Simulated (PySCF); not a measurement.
A PySCF script (with the pyscf-properties extension) for the NMR shieldings of SMILES [C@H](B)(BF)OC=C, C₃H₇B₂FO, on a GFN2-xTB geometry:

```python
import basis_set_exchange as bse
import numpy as np
from pyscf import gto, dft
from pyscf.prop import nmr

atoms = """
B    -1.644760   -1.316674    0.954709
C    -0.808186   -0.431708   -0.041009
B    -1.368994    1.048236    0.087362
F    -2.554117    1.319716   -0.412154
O     0.598664   -0.555782    0.163013
C     1.397016    0.268893   -0.557445
C     2.712728    0.281885   -0.415350
H    -2.780653   -1.468179    0.741987
H    -1.122206   -1.781252    1.885979
H    -1.050944   -0.775906   -1.061007
H    -0.794151    1.923045    0.616927
H     0.890472    0.914894   -1.271128
H     3.199646   -0.359856    0.295360
H     3.324807    0.932217   -1.009409
"""
names = dict.fromkeys(["B", "C", "F", "O", "H"], "pcSseg-1")
basis = {el: gto.basis.parse(bse.get_basis(n, elements=[el], fmt="nwchem")) for el, n in names.items()}
mol = gto.M(atom=atoms, basis=basis, charge=0, verbose=0)
mf = dft.RKS(mol, xc="PBE0")
mf.grids.level = 2
mf.grids.alignment = dft.numint.BLKSIZE   # the property module wants whole blocks of grid points
mf.conv_tol = 1e-9
mf.kernel()

calc = nmr.RKS(mf)   # GIAO
C = mf.mo_coeff
Co = C[:, mf.mo_occ > 0]
resp = mf.gen_response(singlet=True, hermi=2)
def vind(x):   # induced exchange potential for any number of trial vectors
    d = np.einsum("pi,xij,qj->xpq", C, 2 * x.reshape(-1, C.shape[1], Co.shape[1]), Co, optimize=True)
    return np.einsum("xpq,pi,qj->xij", resp(d - d.transpose(0, 2, 1)), C, Co, optimize=True).ravel()
mo1, _ = nmr.rhf.solve_mo1(calc, with_cphf=vind)
sigma = calc.kernel(mo1)
for i, s in enumerate(sigma):   # ppm
    print("%2d %-2s %9.2f" % (i, mol.atom_pure_symbol(i), np.trace(s) / 3))
```

Q: Give the expected output.

A: 
```
 0 B      13.77
 1 C      79.71
 2 B      41.99
 3 F     167.41
 4 O     198.39
 5 C      23.81
 6 C      92.89
 7 H      23.98
 8 H      23.67
 9 H      26.18
10 H      25.90
11 H      25.42
12 H      26.88
13 H      27.41
```

These numbers come from an equivalent density-fitted implementation of the same equations, which agrees with the script to about 0.01 ppm for H and up to a few tenths of a ppm for heavy atoms, so last digits may differ.

Size and cost of the density-fitted run: 154 basis functions, 30 s wall time on 1 thread of an Arm Neoverse N1, shared host; peak memory 0.69 GiB.
